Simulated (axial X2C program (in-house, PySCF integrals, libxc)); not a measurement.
Potential curves of MoO, two-component

Calculated with an in-house relativistic program for diatomic molecules. Two-component (2c) means X2C with spin–orbit coupling and atomic mean-field two-electron Coulomb and Gaunt terms. Basis: Mo dyall-cv3z [11s12p9d5f3g], O dyall-av3z [7s6p3d2f] (cores contracted in-house); Gaussian nuclei, density fitting, unrestricted open shells. Masses: Mo 97.905 u, O 15.995 u.

State: Ω = 1 (⟨Sz⟩ = 2.00, ⟨Lz⟩ = -1.00 at PBE0). Energies in kJ/mol from the fragments at the same level (Mo + O). Fits are polynomials in 1 − R0/R over 0.85 to 1.23 times the lowest point R0.

| R (Å) | PBE0 |
| --- | --- |
| 1.4660 | -331.45 |
| 1.5333 | -422.94 |
| 1.5839 | -462.82 |
| 1.6344 | -483.42 |
| 1.6850 | -488.95 |
| 1.7440 | -480.94 |
| 1.8030 | -461.82 |
| 1.8788 | -427.42 |
| 1.9714 | -380.13 |
| 2.1063 | -315.37 |

The state is a single determinant with fixed occupations, the lowest that a limited PBE0 search found. Dissociation energies refer to the lowest single-determinant-based atoms at the same level and basis. Density functionals use the spin component along the axis (collinear). A 2c atom that is not at its ground J level misses part of its spin–orbit lowering, and De is too large by that part (0.04 eV or less for light atoms). This holds for PBE0. Other states lie close and PBE0, whose exact exchange favours high spin, may order them wrongly; the determinant shown need not be the ground state. The nearest other 2c determinant of the search, Ω = 3, lies 0.09 eV up at the distance of the search. Without a current term, density functionals place determinants with orbital angular momentum somewhat too high. With several unpaired electrons one determinant need not be a pure state. Open-shell Ω = 0 determinants with evenly filled partner blocks cannot be reached by this program, so the Ω shown need not be the lowest component. The determinant is spin-polarised beyond a pure state at some levels (its spin-free form has ⟨S²⟩ too high), which makes Re and μ there less reliable.

Problem. What are Re, ωe and De at the PBE0 level?

Solution. At PBE0, 2c: Re = 1.681 Å, ωe ≈ 972 cm⁻¹, De = 5.07 eV to Mo + O; Be follows as 0.434 cm⁻¹.
